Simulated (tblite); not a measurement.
C7H7O (doublet state).
Atom-mapped SMILES: `[CH3:1][O:2][c:3]1[c:4][cH:5][cH:6][cH:7][cH:8]1` (hydrogens: H9, H10, H11 on C1; H12 on C5; H13 on C6; H14 on C7; H15 on C8)

Cartesian coordinates in Å at the GFN2-xTB level; atoms count from 1:
```xyz
15
C7H7O angstrom
C      2.672    0.014   -0.135
O      1.662   -0.953   -0.280
C      0.368   -0.568   -0.135
C     -0.628   -1.510   -0.273
C     -1.956   -1.271   -0.157
C     -2.367    0.036    0.126
C     -1.408    1.017    0.275
C     -0.058    0.734    0.149
H      2.668    0.452    0.869
H      3.611   -0.516   -0.290
H      2.580    0.811   -0.881
H     -2.686   -2.057   -0.278
H     -3.418    0.262    0.222
H     -1.711    2.031    0.497
H      0.665    1.527    0.270
```

Computed with GFN2-xTB (tblite): harmonic, unscaled wavenumbers at the GFN2-xTB geometry, gas phase. This tight-binding method is rough: wavenumbers can miss measured ones by several per cent, in bad cases by 10 to 20. One conformer, not necessarily the lowest. Open shells enter through the occupations alone, without spin polarisation, and single modes of such species can be off by tens of per cent.

Harmonic wavenumbers (cm⁻¹): 91.0, 189.3, 246.0, 255.2, 376.9, 421.8, 487.5, 518.2, 579.2, 618.5, 750.3, 782.9, 810.5, 880.4, 896.6, 946.2, 1067.8, 1078.9, 1122.4, 1123.3, 1156.8, 1167.5, 1214.1, 1250.9, 1306.3, 1402.4, 1408.9, 1440.8, 1473.2, 1484.0, 1519.1, 1620.5, 2924.6, 2939.2, 3026.9, 3068.1, 3074.2, 3080.8, 3088.1.

A = 5508, B = 1560, C = 1225 MHz; mass 107.050 u (most abundant isotopes); point group Cs, symmetry number 1; spin multiplicity 2.

Question: What is the zero-point energy?

Answer: Half the sum of the wavenumbers: 25445 cm⁻¹ = 72.75 kcal/mol.

Question: What is S at 273.15 K and 1 bar for an ideal gas of classical rigid rotors and harmonic oscillators?

Answer: Translation 39.51, rotation 27.55, vibration 13.35, spin (R ln 2) 1.38: S = 81.8 cal/(mol K).

Question: And Cp and H(273.15 K) − H(0)?

Answer: Cp = 26.82 cal/(mol K), of which vibrations give 18.87 (their classical limit is 39 R = 77.5); H(273.15 K) − H(0) = 4.38 kcal/mol without the zero-point energy, 2.21 from vibrations.

Question: How do the functions run with temperature in this model?

Answer: 
```json
{"T (K)": "50", "S (cal/(mol K))": "55.6", "Cp (cal/(mol K))": "9.5", "H − H(0) (kcal/mol)": "0.42", "G − H(0) (kcal/mol)": "-2.36", "ln q(vib)": "0.08"}
{"T (K)": "100", "S (cal/(mol K))": "63.2", "Cp (cal/(mol K))": "12.9", "H − H(0) (kcal/mol)": "0.98", "G − H(0) (kcal/mol)": "-5.34", "ln q(vib)": "0.45"}
{"T (K)": "298.15", "S (cal/(mol K))": "84.2", "Cp (cal/(mol K))": "29.0", "H − H(0) (kcal/mol)": "5.08", "G − H(0) (kcal/mol)": "-20.03", "ln q(vib)": "3.02"}
{"T (K)": "373.15", "S (cal/(mol K))": "91.4", "Cp (cal/(mol K))": "35.3", "H − H(0) (kcal/mol)": "7.49", "G − H(0) (kcal/mol)": "-26.62", "ln q(vib)": "4.21"}
{"T (K)": "500", "S (cal/(mol K))": "103.1", "Cp (cal/(mol K))": "44.6", "H − H(0) (kcal/mol)": "12.59", "G − H(0) (kcal/mol)": "-38.97", "ln q(vib)": "6.36"}
{"T (K)": "750", "S (cal/(mol K))": "123.8", "Cp (cal/(mol K))": "57.3", "H − H(0) (kcal/mol)": "25.45", "G − H(0) (kcal/mol)": "-67.40", "ln q(vib)": "10.74"}
{"T (K)": "1000", "S (cal/(mol K))": "141.4", "Cp (cal/(mol K))": "65.2", "H − H(0) (kcal/mol)": "40.82", "G − H(0) (kcal/mol)": "-100.62", "ln q(vib)": "15.00"}
```

q(vib) and H(0) count from the zero-point level.

Question: Blend soft modes into free rotors: weight 1/[1 + (100 cm⁻¹/ν̃)⁴] for the oscillator and the rest for a rotor with moment μB/(μ + B), μ = h/(8π²ν), B = 10⁻⁴⁴ kg m². What vibrational entropy results?

Answer: 13.02 cal/(mol K) in place of 13.35, which changes −T·S at 273.15 K by +0.09 kcal/mol.

Hindered rotation and anharmonicity are outside this model. Other conformers, if any are populated, would add a mixing term that is left out.
